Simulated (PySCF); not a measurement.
C$_{2}$H$_{3}$O$_{2}$, doublet, at a GFN2-xTB geometry, with bond 2-1 at 1.6 times its length; HF/def2-SV(P) (PySCF).

Here is a job for PySCF.
```python
from pyscf import gto, scf

mol = gto.Mole()
mol.atom = '''
    C    -0.879281    0.003510    0.015641
    O    -0.782560   -1.620229    1.041335
    O     0.170849    0.700151   -0.446594
    H    -1.802591    0.513737   -0.288524
    C     1.414846    0.280287   -0.206134
    H     1.577655   -0.618866    0.359629
    H     2.195402    0.891757   -0.608989
'''
mol.basis = 'def2-sv(p)'
mol.charge = 0
mol.spin = 1
mol.verbose = 4
mol.build()

mf = scf.UHF(mol)
mf.diis = False
mf.damp = 0.6
mf.diis_start_cycle = 200
mf.max_cycle = 150
mf.kernel()
```

**Question.** Write the output that PySCF gives for this input, abridged.

**Answer.** 
```
PySCF version 2.14.0

[INPUT] verbose = 4
[INPUT] num. atoms = 7
[INPUT] num. electrons = 31
[INPUT] charge = 0
[INPUT] spin (= nelec alpha-beta = 2S) = 1
[INPUT] symmetry False subgroup None
[INPUT] Mole.unit = angstrom
[INPUT] Symbol           X                Y                Z      unit          X                Y                Z       unit  Magmom
[...]
nuclear repulsion = 101.967467556215
number of shells = 30
number of NR pGTOs = 108
number of NR cGTOs = 62
basis = def2-sv(p)
ecp = {}

******** <class 'pyscf.scf.uhf.UHF'> ********
method = UHF
initial guess = minao
damping factor = 0.6
level_shift factor = 0
DIIS disabled
SCF conv_tol = 1e-09
SCF conv_tol_grad = None
SCF max_cycles = 150
direct_scf = True
direct_scf_tol = 1e-13
number electrons alpha = 16  beta = 15
Set gradient conv threshold to 3.16228e-05
init E= -226.652537730377

cycle= 1 E= -226.222118859657  delta_E= 0.43  |g|= 0.829  |ddm|= 1.77
cycle= 2 E= -226.643048098174  delta_E= -0.421  |g|= 0.229  |ddm|= 0.734
cycle= 3 E= -226.673840866042  delta_E= -0.0308  |g|= 0.153  |ddm|= 0.14
cycle= 4 E= -226.689900356314  delta_E= -0.0161  |g|= 0.114  |ddm|= 0.0988
cycle= 5 E= -226.699858332774  delta_E= -0.00996  |g|= 0.089  |ddm|= 0.0771
cycle= 6 E= -226.706575166348  delta_E= -0.00672  |g|= 0.0722  |ddm|= 0.0629
cycle= 7 E= -226.711318508326  delta_E= -0.00474  |g|= 0.0599  |ddm|= 0.0526
cycle= 8 E= -226.71475590082  delta_E= -0.00344  |g|= 0.0505  |ddm|= 0.0447
cycle= 9 E= -226.717283075239  delta_E= -0.00253  |g|= 0.0429  |ddm|= 0.0382
cycle= 10 E= -226.719155553391  delta_E= -0.00187  |g|= 0.0367  |ddm|= 0.0329
cycle= 11 E= -226.720548517759  delta_E= -0.00139  |g|= 0.0315  |ddm|= 0.0283
cycle= 12 E= -226.721586886441  delta_E= -0.00104  |g|= 0.0271  |ddm|= 0.0245
cycle= 13 E= -226.72236186746  delta_E= -0.000775  |g|= 0.0234  |ddm|= 0.0211
cycle= 14 E= -226.722940913273  delta_E= -0.000579  |g|= 0.0202  |ddm|= 0.0183
cycle= 15 E= -226.723374201069  delta_E= -0.000433  |g|= 0.0175  |ddm|= 0.0158
cycle= 16 E= -226.723699122438  delta_E= -0.000325  |g|= 0.0151  |ddm|= 0.0137
cycle= 17 E= -226.723943527797  delta_E= -0.000244  |g|= 0.0131  |ddm|= 0.0119
cycle= 18 E= -226.724128129251  delta_E= -0.000185  |g|= 0.0115  |ddm|= 0.0104
cycle= 19 E= -226.724268301603  delta_E= -0.00014  |g|= 0.01  |ddm|= 0.00902
cycle= 20 E= -226.7243754377  delta_E= -0.000107  |g|= 0.0088  |ddm|= 0.00788
cycle= 21 E= -226.724457967932  delta_E= -8.25e-05  |g|= 0.00776  |ddm|= 0.00691
cycle= 22 E= -226.724522125013  delta_E= -6.42e-05  |g|= 0.00689  |ddm|= 0.00609
cycle= 23 E= -226.724572515581  delta_E= -5.04e-05  |g|= 0.00615  |ddm|= 0.00538
cycle= 24 E= -226.724612545767  delta_E= -4e-05  |g|= 0.00553  |ddm|= 0.00478
cycle= 25 E= -226.724644736853  delta_E= -3.22e-05  |g|= 0.005  |ddm|= 0.00427
cycle= 26 E= -226.724670958664  delta_E= -2.62e-05  |g|= 0.00455  |ddm|= 0.00384
cycle= 27 E= -226.724692601643  delta_E= -2.16e-05  |g|= 0.00418  |ddm|= 0.00347
cycle= 28 E= -226.724710703431  delta_E= -1.81e-05  |g|= 0.00385  |ddm|= 0.00316
cycle= 29 E= -226.724726041837  delta_E= -1.53e-05  |g|= 0.00358  |ddm|= 0.0029
cycle= 30 E= -226.724739203026  delta_E= -1.32e-05  |g|= 0.00335  |ddm|= 0.00267
cycle= 31 E= -226.724750631528  delta_E= -1.14e-05  |g|= 0.00314  |ddm|= 0.00248
cycle= 32 E= -226.724760666876  delta_E= -1e-05  |g|= 0.00297  |ddm|= 0.00231
cycle= 33 E= -226.7247695705  delta_E= -8.9e-06  |g|= 0.00281  |ddm|= 0.00217
cycle= 34 E= -226.724777545458  delta_E= -7.97e-06  |g|= 0.00268  |ddm|= 0.00204
cycle= 35 E= -226.724784750964  delta_E= -7.21e-06  |g|= 0.00256  |ddm|= 0.00194
cycle= 36 E= -226.724791313082  delta_E= -6.56e-06  |g|= 0.00245  |ddm|= 0.00184
cycle= 37 E= -226.724797332643  delta_E= -6.02e-06  |g|= 0.00236  |ddm|= 0.00176
cycle= 38 E= -226.724802891124  delta_E= -5.56e-06  |g|= 0.00227  |ddm|= 0.00169
cycle= 39 E= -226.724808055019  delta_E= -5.16e-06  |g|= 0.0022  |ddm|= 0.00163
cycle= 40 E= -226.724812879129  delta_E= -4.82e-06  |g|= 0.00213  |ddm|= 0.00157
[...]
cycle= 104 E= -226.725003979555  delta_E= -4.09e-06  |g|= 0.00202  |ddm|= 0.00142
cycle= 105 E= -226.725008186285  delta_E= -4.21e-06  |g|= 0.00205  |ddm|= 0.00144
cycle= 106 E= -226.725012513525  delta_E= -4.33e-06  |g|= 0.00208  |ddm|= 0.00146
cycle= 107 E= -226.725016967131  delta_E= -4.45e-06  |g|= 0.00211  |ddm|= 0.00148
cycle= 108 E= -226.725021553173  delta_E= -4.59e-06  |g|= 0.00215  |ddm|= 0.0015
cycle= 109 E= -226.725026277952  delta_E= -4.72e-06  |g|= 0.00218  |ddm|= 0.00152
cycle= 110 E= -226.725031148  delta_E= -4.87e-06  |g|= 0.00221  |ddm|= 0.00154
cycle= 111 E= -226.725036170095  delta_E= -5.02e-06  |g|= 0.00225  |ddm|= 0.00157
cycle= 112 E= -226.725041351259  delta_E= -5.18e-06  |g|= 0.00228  |ddm|= 0.00159
cycle= 113 E= -226.725046698778  delta_E= -5.35e-06  |g|= 0.00232  |ddm|= 0.00162
cycle= 114 E= -226.725052220199  delta_E= -5.52e-06  |g|= 0.00236  |ddm|= 0.00164
cycle= 115 E= -226.725057923346  delta_E= -5.7e-06  |g|= 0.0024  |ddm|= 0.00167
cycle= 116 E= -226.725063816324  delta_E= -5.89e-06  |g|= 0.00244  |ddm|= 0.00169
cycle= 117 E= -226.725069907531  delta_E= -6.09e-06  |g|= 0.00248  |ddm|= 0.00172
cycle= 118 E= -226.725076205655  delta_E= -6.3e-06  |g|= 0.00252  |ddm|= 0.00175
cycle= 119 E= -226.725082719704  delta_E= -6.51e-06  |g|= 0.00257  |ddm|= 0.00178
cycle= 120 E= -226.725089458989  delta_E= -6.74e-06  |g|= 0.00261  |ddm|= 0.00181
cycle= 121 E= -226.725096433155  delta_E= -6.97e-06  |g|= 0.00266  |ddm|= 0.00184
cycle= 122 E= -226.725103652168  delta_E= -7.22e-06  |g|= 0.0027  |ddm|= 0.00187
cycle= 123 E= -226.725111126342  delta_E= -7.47e-06  |g|= 0.00275  |ddm|= 0.0019
cycle= 124 E= -226.725118866332  delta_E= -7.74e-06  |g|= 0.0028  |ddm|= 0.00194
cycle= 125 E= -226.725126883156  delta_E= -8.02e-06  |g|= 0.00285  |ddm|= 0.00197
cycle= 126 E= -226.725135188188  delta_E= -8.31e-06  |g|= 0.0029  |ddm|= 0.002
cycle= 127 E= -226.725143793169  delta_E= -8.6e-06  |g|= 0.00295  |ddm|= 0.00204
cycle= 128 E= -226.725152710228  delta_E= -8.92e-06  |g|= 0.00301  |ddm|= 0.00208
cycle= 129 E= -226.725161951864  delta_E= -9.24e-06  |g|= 0.00306  |ddm|= 0.00211
cycle= 130 E= -226.725171530975  delta_E= -9.58e-06  |g|= 0.00312  |ddm|= 0.00215
cycle= 131 E= -226.725181460849  delta_E= -9.93e-06  |g|= 0.00317  |ddm|= 0.00219
cycle= 132 E= -226.725191755171  delta_E= -1.03e-05  |g|= 0.00323  |ddm|= 0.00223
cycle= 133 E= -226.725202428035  delta_E= -1.07e-05  |g|= 0.00329  |ddm|= 0.00227
cycle= 134 E= -226.725213493937  delta_E= -1.11e-05  |g|= 0.00335  |ddm|= 0.00231
cycle= 135 E= -226.725224967789  delta_E= -1.15e-05  |g|= 0.00341  |ddm|= 0.00235
cycle= 136 E= -226.725236864905  delta_E= -1.19e-05  |g|= 0.00348  |ddm|= 0.00239
cycle= 137 E= -226.725249201021  delta_E= -1.23e-05  |g|= 0.00354  |ddm|= 0.00244
cycle= 138 E= -226.725261992277  delta_E= -1.28e-05  |g|= 0.00361  |ddm|= 0.00248
cycle= 139 E= -226.725275255227  delta_E= -1.33e-05  |g|= 0.00367  |ddm|= 0.00253
cycle= 140 E= -226.72528900683  delta_E= -1.38e-05  |g|= 0.00374  |ddm|= 0.00257
cycle= 141 E= -226.725303264447  delta_E= -1.43e-05  |g|= 0.00381  |ddm|= 0.00262
cycle= 142 E= -226.725318045836  delta_E= -1.48e-05  |g|= 0.00388  |ddm|= 0.00267
cycle= 143 E= -226.725333369141  delta_E= -1.53e-05  |g|= 0.00395  |ddm|= 0.00272
cycle= 144 E= -226.725349252885  delta_E= -1.59e-05  |g|= 0.00402  |ddm|= 0.00276
cycle= 145 E= -226.725365715955  delta_E= -1.65e-05  |g|= 0.00409  |ddm|= 0.00281
cycle= 146 E= -226.725382777593  delta_E= -1.71e-05  |g|= 0.00417  |ddm|= 0.00287
cycle= 147 E= -226.725400457372  delta_E= -1.77e-05  |g|= 0.00424  |ddm|= 0.00292
cycle= 148 E= -226.72541877518  delta_E= -1.83e-05  |g|= 0.00432  |ddm|= 0.00297
cycle= 149 E= -226.725437751204  delta_E= -1.9e-05  |g|= 0.00439  |ddm|= 0.00302
cycle= 150 E= -226.725457405895  delta_E= -1.97e-05  |g|= 0.00447  |ddm|= 0.00307
SCF not converged.
SCF energy = -226.725457405895 after 150 cycles  <S^2> = 0.83831313  2S+1 = 2.086445
```

The run did not converge; its last values are not results.
